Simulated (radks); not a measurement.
Initial-state core-level shifts of neutral tellurium when its valence configuration changes from [Kr] 4d10 5s2 5p4. All-electron calculation, scalar-relativistic Kohn-Sham, BLYP, spin-polarised, spherical densities, point nucleus; open shells are filled with parallel spins first (spin-orbit coupling, left out, can overturn this in heavy ions). Program: a radial shooting solver on a logarithmic mesh with Libxc functionals. Shifts are changes of the shell-averaged eigenvalues in eV (positive: less bound).

valence	2s	2p	3p	4s
4d10 5s1 5p5	-1.434	-1.429	-1.452	-1.432
4d8 5s2 5p6	-18.882	-18.825	-17.888	-14.778
4d9 5s2 5p5	-9.327	-9.300	-8.872	-7.428
4d9.5 5s2 5p4.5	-4.637	-4.623	-4.420	-3.725
4d10 5s1.5 5p4.5	-0.723	-0.720	-0.732	-0.722
4d8.5 5s2 5p5.5	-14.075	-14.033	-13.361	-11.112
